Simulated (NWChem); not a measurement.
# C₃H₂ClF; SMILES FC=C=CCl

### Question
Give the equilibrium geometry at PBE0/def2-SVP (NWChem) as a list of bonds and angles, with the point group.

### Answer
point group C1; any orientation.
Bond lengths (Å): F1–C2 1.330, C2–C3 1.309, C2–H6 1.096, C3–C4 1.306, C4–Cl5 1.733, C4–H7 1.095. Angles (°): F1–C2–C3 123.5, F1–C2–H6 112.9, C3–C2–H6 123.5, C2–C3–C4 177.3, C3–C4–Cl5 123.8, C3–C4–H7 123.1, Cl5–C4–H7 113.1.
